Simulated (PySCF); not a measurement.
**²⁹Si chemical shifts**

PySCF 2.14 calculation with structure optimised with GFN2-xTB and σ from GIAO-PBE0/pcSseg-1; relativity neglected, one conformer, no solvent model, one averaged value for each set of equivalent atoms.

Shieldings were converted by a linear fit to measured shifts: ²⁹Si (scatter 8.9 ppm rms, 25.8 ppm with the 6 outliers that the fit left out vs TMS, solution or neat liquid). A few per cent of atoms miss by over 2 rms, more outside the fitted compound classes.

Problem. Give the ²⁹Si shifts of `C#C[Si@@H](C#CC)[Si@H](N)CF`, `C=C[SiH2][C@H](C)SCC`, `C[Si@@H](C=O)CCl`, `N#C[C@@H]1[SiH2][C@H]([SiH3])C/C1=C/F`, `F[C@H]([SiH3])[SiH2]CCl`, `S[SiH]1C=CC=C1`, `Fc1cc(N[SiH3])ccc1[SiH3]`, `Fc1cccc([SiH2]N[SiH3])c1`, `CC[Si@@H]1C[Si@H](C#N)C=C1F`, `C#CC(=C)[SiH2]S`, `N#C[C@@H]1[SiH2]CC[SiH2]/C1=C/F`.

Solution. 
```
                                                                 compound                                            environment  δ (ppm)
  [CH:1]#[C:2][Si@@H:3]([C:4]#[C:5][CH3:6])[Si@H:7]([NH2:8])[CH2:9][F:10]                     Si7: silicon bonded to C, N, Si, H    -33.9
  [CH:1]#[C:2][Si@@H:3]([C:4]#[C:5][CH3:6])[Si@H:7]([NH2:8])[CH2:9][F:10]                      Si3: silicon bonded to 2 C, Si, H    -83.9
                                                     C=C[SiH2][C@H](C)SCC                             silicon bonded to 2 C, 2 H    -39.5
                                                         C[Si@@H](C=O)CCl                               silicon bonded to 3 C, H    -34.1
[N:1]#[C:2][C@@H:3]1[SiH2:4][C@H:5]([SiH3:6])[CH2:7]/[C:8]1=[CH:9]/[F:10]  Si4: silicon bonded to 2 C, 2 H, in a 5-membered ring    -19.1
[N:1]#[C:2][C@@H:3]1[SiH2:4][C@H:5]([SiH3:6])[CH2:7]/[C:8]1=[CH:9]/[F:10]                          Si6: silicon bonded to C, 3 H    -62.9
                              [F:1][C@H:2]([SiH3:3])[SiH2:4][CH2:5][Cl:6]                        Si4: silicon bonded to 2 C, 2 H    -40.3
                              [F:1][C@H:2]([SiH3:3])[SiH2:4][CH2:5][Cl:6]                          Si3: silicon bonded to C, 3 H    -68.8
                                                           S[SiH]1C=CC=C1      silicon bonded to 2 C, S, H, in a 5-membered ring    -16.6
        [F:1][c:2]1[cH:3][c:4]([NH:5][SiH3:6])[cH:7][cH:8][c:9]1[SiH3:10]                          Si6: silicon bonded to N, 3 H    -60.0
        [F:1][c:2]1[cH:3][c:4]([NH:5][SiH3:6])[cH:7][cH:8][c:9]1[SiH3:10]                         Si10: silicon bonded to C, 3 H    -69.6
       [F:1][c:2]1[cH:3][cH:4][cH:5][c:6]([SiH2:7][NH:8][SiH3:9])[cH:10]1                       Si7: silicon bonded to C, N, 2 H    -32.0
       [F:1][c:2]1[cH:3][cH:4][cH:5][c:6]([SiH2:7][NH:8][SiH3:9])[cH:10]1                          Si9: silicon bonded to N, 3 H    -53.3
  [CH3:1][CH2:2][Si@@H:3]1[CH2:4][Si@H:5]([C:6]#[N:7])[CH:8]=[C:9]1[F:10]    Si3: silicon bonded to 3 C, H, in a 5-membered ring    -17.4
  [CH3:1][CH2:2][Si@@H:3]1[CH2:4][Si@H:5]([C:6]#[N:7])[CH:8]=[C:9]1[F:10]    Si5: silicon bonded to 3 C, H, in a 5-membered ring    -40.6
                                                          C#CC(=C)[SiH2]S                            silicon bonded to C, S, 2 H    -36.2
  [N:1]#[C:2][C@@H:3]1[SiH2:4][CH2:5][CH2:6][SiH2:7]/[C:8]1=[CH:9]/[F:10]  Si4: silicon bonded to 2 C, 2 H, in a 6-membered ring    -32.0
  [N:1]#[C:2][C@@H:3]1[SiH2:4][CH2:5][CH2:6][SiH2:7]/[C:8]1=[CH:9]/[F:10]  Si7: silicon bonded to 2 C, 2 H, in a 6-membered ring    -47.3
```
